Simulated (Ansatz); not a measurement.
`B[SiH](Cl)[SnH3]` + `N[SiH3]` → `[SiH3][NH][SnH3]` + `B[SiH2]Cl`  (cleavage of the Sn–Si bond)

Calculated with Ansatz (gas phase, PBE0-D4/def2-TZVP geometries, no zero-point term in ΔE). CCSD(T)/CBS is the MP2 limit (def2-TZVPP, def2-QZVPP) plus CCSD(T) − MP2 in def2-TZVPP, frozen cores. This one scheme is used for every species. Functionals use def2-TZVPP. B3LYP here is the variant with VWN-RPA as its local correlation; programs differ in this. HSE06 is defined as in plane-wave codes. def2 core potentials past Kr. For Sn outer-core shells are correlated without core-valence functions, which leaves a few kJ/mol of doubt a bond.

`B[SiH](Cl)[SnH3]`:

```xyz
10

B     0.612    0.967   -0.821
Si   -1.202    0.500   -0.904
Cl   -2.003   -0.996   -2.038
Sn    0.530   -0.693    1.024
H     0.859    1.912   -0.124
H     1.416    0.466   -1.547
H    -2.280    0.976   -0.003
H     2.225   -0.708    1.180
H    -0.005   -2.293    0.746
H    -0.152   -0.132    2.487
```

`N[SiH3]`:

```xyz
7

N     0.300    0.325   -0.971
Si   -0.280   -0.143    0.580
H     0.368   -0.361   -1.705
H     1.049    0.995   -1.041
H    -1.540   -0.906    0.384
H     0.638   -1.001    1.389
H    -0.536    1.092    1.363
```

`[SiH3][NH][SnH3]`:

```xyz
10

Si    0.215    1.270    1.029
N    -0.068    0.531   -0.490
Sn   -0.170   -1.456   -0.873
H     1.286    2.305    0.968
H     0.642    0.184    1.955
H    -0.988    1.931    1.614
H    -0.337    1.120   -1.264
H    -0.251   -1.594   -2.571
H    -1.564   -2.117   -0.137
H     1.235   -2.175   -0.230
```

`B[SiH2]Cl`:

Cartesian coordinates in Å:
```
B 1.164 -0.399 0.097
Si -0.706 0.274 -0.150
Cl -1.904 0.025 1.513
H 1.923 -0.305 -0.824
H 1.562 -0.885 1.112
H -0.680 1.728 -0.467
H -1.360 -0.438 -1.281
```

Is it downhill or uphill in electronic energy at CCSD(T)/CBS, and by how much? (Estimate.)

The calculation gave: Uphill: ΔE = +29.1 kJ/mol.

What do these levels give: PBE-D4, r2SCAN-D4, B3LYP-D4, HSE06-D4, BHLYP-D4, r2SCANh, CAM-B3LYP, HF/def2-SVP, CCSD/def2-SVP, SCS-MP2/def2-TZVPP, MP2/def2-QZVPP, SCS-MP2/def2-QZVPP? (An estimate is asked.)

Computed: PBE-D4 68.3, r2SCAN-D4 49.2, B3LYP-D4 31.1, HSE06-D4 52.4, BHLYP-D4 9.5, r2SCANh 45.6, CAM-B3LYP 15.8, HF/def2-SVP -42.6, CCSD/def2-SVP 12.4, SCS-MP2/def2-TZVPP 15.4, MP2/def2-QZVPP 36.2, SCS-MP2/def2-QZVPP 16.0 kJ/mol.

Largest T1 diagnostic among the species: 0.013.

At CCSD(T), def2-SVP lies −7.5 kJ/mol from the extrapolated value and def2-TZVPP −3.1 kJ/mol. From BLYP to BHLYP (50 % exact exchange), in def2-TZVPP and without D4, ΔE moves by −32.6 kJ/mol. In def2-TZVPP, CCSD(T) changes the Hartree–Fock value by +72.9 kJ/mol (the triples alone add +12.0 kJ/mol) and MP2 by +81.9 kJ/mol.
